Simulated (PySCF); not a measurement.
An unknown is described by computed data only.

Elements present: C, F, H, S and Si. Monoisotopic mass: 149.9791 u.

| Item | Value |
| --- | --- |
| UV, strongest line | among the 8 lowest singlet transitions: S7 at 6.74 eV (184 nm, f = 0.232) [TDDFT wB97X-D/def2-SVPD] |
| 1H NMR | chemical shifts (computed TMS as zero) by class: 5.30 (1 H), 4.84 (1 H), 4.78 (1 H), 2.04 (3 H), 0.12 (1 H) ppm [GIAO PBE0/pcSseg-1] |
| UV, first state | lowest singlet excitation: 5.73 eV (217 nm, f = 0.015) [TDDFT wB97X-D/def2-SVPD] |
| Polarisability | 110.7 au [wB97X-D/def2-SVPD] |
| Dipole | 0.40 D [wB97X-D/def2-SVPD] |
| NMR, other nuclei | isotropic shieldings of nuclei other than C and H, by class: 231 (1 F), 380 (1 Si), 399 (1 Si), 740 (1 S) ppm [GIAO PBE0/pcSseg-1] |
| Rotational structure | rotational constants A, B, C: 2.075, 1.018, 0.767 GHz [GFN2-xTB] |
| 13C NMR | chemical shifts (computed TMS as zero) by class: 179.4 (1 C), 158.2 (1 C), 15.2 (1 C) ppm [GIAO PBE0/pcSseg-1] |

The electronic properties come from PySCF, for the isolated species, density fitting. Levels stand in brackets. Geometry: GFN2-xTB, one conformer, isolated molecule. NMR classes are plain means over equivalent atoms (diastereotopic ones count apart unless rotation or inversion swaps them), as if these changed places fast.

**Question.** Which formula fits the mass and the elements?

**Answer.** C3H7FSSi2 (calculated 149.9791). No other formula that holds each of these elements comes within 0.0003 u with a fitting electron parity and a possible valence count.

**Question.** Give a SMILES that accounts for the data.

**Answer.** Numbering: `[CH3:1][C:2]1=[C:3]([F:4])[SiH2:5][Si@H:6]1[SH:7]`. Its formula, C3H7FSSi2, gives 2 degrees of unsaturation: 1 ring and 1 π bond in the structure found. 3 carbons fall into 3 classes; from least to most shielded: vinylic C–F carbon [C3] (179.4 ppm), fully substituted alkene carbon [C2] (158.2 ppm), allylic carbon [C1] (15.2 ppm). Hydrogen classes from least to most shielded: 1 H on an SiH silicon, Si6 (5.30 ppm), 1 H on an SiH2 silicon, Si5 (4.84 ppm), 1 H on an SiH2 silicon, Si5 (4.78 ppm), 3 H on an allylic carbon, C1 (2.04 ppm, a mean of values up to 1.0 ppm apart in this geometry), 1 H on a sulfur bonded to Si and H, S7 (0.12 ppm). The other shieldings belong to: 231 ppm, vinyl fluorine [F4]; 380 ppm, SiH silicon [Si6]; 399 ppm, SiH2 silicon [Si5]; 740 ppm, sulfur bonded to Si and H [S7]. The optimised geometry has point group C1 and is an asymmetric top. Structure: `CC1=C(F)[SiH2][Si@H]1S`. The assignments are read from this structure; whether some other isomer fits the data as well wasn't checked. The mirror image fits equally.

Shape of the structure used: `[CH3:1][C:2]1=[C:3]([F:4])[SiH2:5][Si@H:6]1[SH:7]`: H–S7–Si6–Si5 42°.
